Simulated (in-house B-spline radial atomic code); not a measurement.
## Ionising the iron ion Fe⁵⁺ with different functionals

Computed with a B-spline radial code for spherical atoms: non-relativistic Hamiltonian, point nucleus, spin-polarised at highest spin, spherical fractional occupations for the functionals, and exact exchange of hybrids averaged over the configuration. The ionisation energy is the difference of two self-consistent energies, [Ar] 3d3 → [Ar] 3d2, without Breit or QED terms; ε is the level of the shell that loses the electron (its least bound occupied spin orbital).

| method | rung | ΔSCF (eV) | -ε(3d) (eV) |
| --- | --- | --- | --- |
| PBE0 | global hybrid | 99.94 | 91.40 |
| B3LYP | global hybrid | 100.04 | 90.79 |
| TPSSh | global hybrid | 99.82 | 89.25 |
| M06-2X | global hybrid | 99.64 | 95.02 |
| BHandHLYP | global hybrid | 99.83 | 94.69 |
| r2SCAN0 | global hybrid | 100.07 | 91.63 |
| B97-1 | global hybrid | 99.85 | 90.74 |
| HSE06 | range-separated hybrid | 99.88 | 90.91 |
| wB97X | range-separated hybrid | 99.57 | 93.44 |
| CAM-B3LYP | range-separated hybrid | 100.00 | 92.81 |
| LC-wPBE | range-separated hybrid | 99.97 | 93.63 |

(1) Among the functionals, which spreads more, the ΔSCF values or the orbital energies?

(2) How do they compare with the NIST value?

Results:

(1) The orbital energies: ΔSCF values span about 0.50 eV and the orbital energies 5.77 eV; here energy differences depend much less on the functional than eigenvalues do.

(2) NIST lists 98.98 eV ± 0.015 (measured, ground level to ground level). Errors run from +0.59 to +1.09 eV. The correlated functionals all miss on the same side by more than they spread, so the cause is common to them (relativity, Breit-QED terms, multiplet and fine-structure energies, or a listed next ion that isn't the cheapest removal here) and closeness doesn't rank the functionals.
